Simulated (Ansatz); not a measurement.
The first iterations of a band of C$_{2}$H$_{3}$Cl$_{2}$FSi (9 atoms, charge 0, multiplicity 1).

Method: RKS PBE0/6-31G (Ansatz).

- movable images: 2
- climbing image: no
- spring: 5.0 eV/Å²
- optimiser: quadratic models (default)
- start path: through a guess of the saddle point
- force threshold: 0.03 eV/Å
- iteration limit: 60
- end points: relaxed

Image 0:

```xyz
9
Properties=species:S:1:pos:R:3
F -0.655 -2.094 -0.387
C 0.425 -1.355 -0.832
C 0.615 -0.095 -0.454
Si -0.524 0.828 0.701
Cl -1.241 2.599 -0.327
Cl 0.637 1.495 2.408
H 1.051 -1.938 -1.497
H 1.484 0.429 -0.839
H -1.704 0.084 1.211
```

Image 3:

```xyz
9
Properties=species:S:1:pos:R:3
F 1.063 -2.129 -1.581
C 0.282 -1.372 -0.741
C 0.589 -0.111 -0.442
Si -0.496 0.876 0.701
Cl -1.231 2.640 -0.318
Cl 0.647 1.537 2.417
H -0.572 -1.936 -0.383
H 1.478 0.348 -0.865
H -1.671 0.101 1.195
```

| iteration | highest image above the first end (eV) | largest band force component (eV/Å) |
| --- | --- | --- |
| 1 | 7.090 | 23.566 |
| 2 | 1.984 | 5.063 |

Does the band converge within its limit, and where does its top end?

The run converged. It ended after 8 iterations with the highest image 1.173 eV above the first end. No image climbed, so the highest image needn't sit at the top of the path. A band with more images between the same ends climbed to 3.02 eV, so this one has probably stepped over the top. So few images can step over the top or miss a turn of the path. Limits of this set-up: no polarisation functions.

Run time: 71 s on 1 thread of Arm Neoverse V2 (shared host), peak memory 0.17 GiB.
